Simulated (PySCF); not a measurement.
SiCl₂Br₂, SMILES Cl[Si](Cl)(Br)Br. Heavy atoms are numbered as in [Cl:1][Si:2]([Cl:3])([Br:4])[Br:5].

Coordinates come from a PBE0-D3(BJ)/def2-SVP optimisation.

These are PySCF with PBE/pcSseg-1 values and carry that method's errors.

GIAO shieldings, no solvent; atoms alike by connectivity are averaged. δ = σ(ref) − σ: ³⁵Cl against HCl (σ = 936.5 ppm); ²⁹Si against TMS (σ = 335.4 ppm), references at their B3LYP-D3(BJ)/def2-TZVP geometries, non-relativistic (without spin–orbit terms, shifts of atoms bonded to Cl or Br come out too high).

```json
[
 {"nucleus": "³⁵Cl", "atoms": "Cl1", "count": "2", "δ (ppm)": "275.0"},
 {"nucleus": "²⁹Si", "atoms": "Si2", "count": "1", "δ (ppm)": "39.7"}
]
```
